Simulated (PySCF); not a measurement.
Ga(AsH2)(F)2 (AsF2GaH2), SMILES [F][Ga]([AsH2])[F]. Atoms are numbered in the order given.

```xyz
6

Ga    -0.7814    -0.0098     0.0000
As     1.5978     0.0630     0.0000
H      1.6133    -0.9913     1.1008
H      1.6133    -0.9913    -1.1008
F     -1.7628     0.0115    -1.4478
F     -1.7628     0.0115     1.4478
```
Charge 0, spin multiplicity 1.

The structure is a stationary point at r2SCAN-D4/def2-SVP. The structure was generated by enumeration; whether it is a known compound was not checked.

Two levels are set side by side: PBE/pcSseg-1 (PySCF) and B3LYP/pcSseg-1 (PySCF). GIAO shifts against AsH3 (⁷⁵As), CFCl3 (¹⁹F), TMS (¹H) at the same level; non-relativistic, no solvent, atoms listed together averaged. Differences are taken from unrounded values.

```json
[
 {"quantity": "δ(⁷⁵As) of As2 (ppm)", "B3LYP": "-120.3"},
 {"quantity": "δ(¹H) of H3, H4 (ppm)", "B3LYP": "2.12"},
 {"quantity": "δ(¹⁹F) of F5, F6 (ppm)", "B3LYP": "-104.0"}
]
```

Task: What does PBE give, and how far is it from B3LYP? (An estimate is asked for; the answer gives what the named calculation found.)

Result: 
```csv
quantity,PBE,PBE minus B3LYP
δ(⁷⁵As) of As2 (ppm),-104.2,16.1
"δ(¹H) of H3, H4 (ppm)",2.20,0.08
"δ(¹⁹F) of F5, F6 (ppm)",-101.6,2.3
```

Rough cost on one machine, each run with all the roots and properties that it gave: B3LYP against PBE within a factor of 2.
